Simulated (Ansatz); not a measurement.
A barrier at the coupled-cluster level

Start structure (CH₃BrI (charge -1), closed shell), relaxed at PBE0-D4/def2-TZVPD:

I1  (0.531, -1.879, 1.578)
C2  (0.070, -0.246, 0.207)
Br3  (-0.607, 2.150, -1.806)
H4  (-0.854, 0.203, 0.547)
H5  (0.896, 0.451, 0.254)
H6  (-0.034, -0.679, -0.780)
(Å)

The step: [CH₃I ([CH3][I]) + Br]⁻ → [CH₃Br ([CH3][Br]) + I]⁻; bonds formed: C2–Br3; bonds broken: I1–C2. Computed with Ansatz 0.2.0 (basis: def2-TZVPPD and def2-QZVPPD); correlated methods freeze the cores. Filled d shells of the heavier atoms are correlated. Core potentials replace the inner electrons of the atoms past krypton. The def2 sets are not built for correlating such inner shells, so the correlated values are less sure here. Extrapolation: Hartree–Fock as exp(−7.88 √X), correlation as X^−2.97. Energies below are by CCSD(T) at an estimated basis limit (MP2 extrapolated from triple and quadruple zeta, plus CCSD(T) − MP2 in triple zeta).

**Question.** What are the electronic barrier and the energy of the step, from the start structure to the end structure? (An estimate is asked for; the value comes from the calculation.)

**Answer.** The calculation gives: Barrier 0.354 eV; step energy -0.179 eV (downhill); reverse barrier, their difference, 0.533 eV. Barrier and step energy count from the start structure, the reverse barrier from the end structure.

The saddle point: One imaginary mode of 336i cm⁻¹.
```tsv
pair	start (Å)	saddle (Å)	end (Å)
C2–Br3	3.20	2.51	1.97
I1–C2	2.18	2.60	3.50
```

Zero-point energy (harmonic, PBE0-D4): ZPE is 0.999 eV at the start and 0.986 eV at the saddle, so the barrier goes from 0.354 to 0.341 eV.

The T1 diagnostic stays at or below 0.014.

Labels in which every atom is bracketed show which atoms are joined, not bond orders.

For scale, one of the runs: CCSD(T)/def2-TZVPPD, 204 basis functions, launched by `ansatz run in.yaml --threads 4 --pin off --events-out ev --progress --plain --max-ram 9574MiB`. The run took 24 s on 4 CPU threads of a Oxide Virtual Turin-like (shared host), with 2.1 GiB of host memory at its peak.
